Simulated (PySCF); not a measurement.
C9H6N4, SMILES C1=CC2=NC=CC3=NC=CC(=N1)N23. Atoms are numbered in the order given.

```xyz
19

C      1.8286     2.0088     0.0000
C      2.2923     0.7132     0.0000
C      1.3657    -0.3635     0.0000
N      1.7659    -1.6258     0.0000
C      0.8254    -2.5880     0.0000
C     -0.5285    -2.3418     0.0000
C     -0.9977    -1.0010     0.0000
N     -2.2909    -0.7165     0.0000
C     -2.6540     0.5792     0.0000
C     -1.7638     1.6286     0.0000
C     -0.3680     1.3645     0.0000
N      0.5250     2.3422     0.0000
N      0.0000     0.0000     0.0000
H      2.5360     2.8471     0.0000
H      3.3516     0.4564     0.0000
H      1.1977    -3.6199     0.0000
H     -1.2805    -3.1308     0.0000
H     -3.7337     0.7727     0.0000
H     -2.0711     2.6743     0.0000
```
Charge 0, spin multiplicity 1.

The structure is a stationary point at r2SCAN-D4/def2-SVP.

The numbers are results of SMD-ωB97X/def2-SVP (PySCF), not measurements.

Solvation free energies are E(SMD) − E(gas) at the gas-phase geometry, for 1 M in both phases. In vacuum the dipole moment is 0.00 D.

```csv
solvent,ΔG(solv) (kcal/mol),its non-electrostatic (CDS) part,dipole (D)
water,-10.4,-0.5,0.00
toluene,-11.1,-6.4,0.00
chloroform,-12.7,-5.7,0.00
```
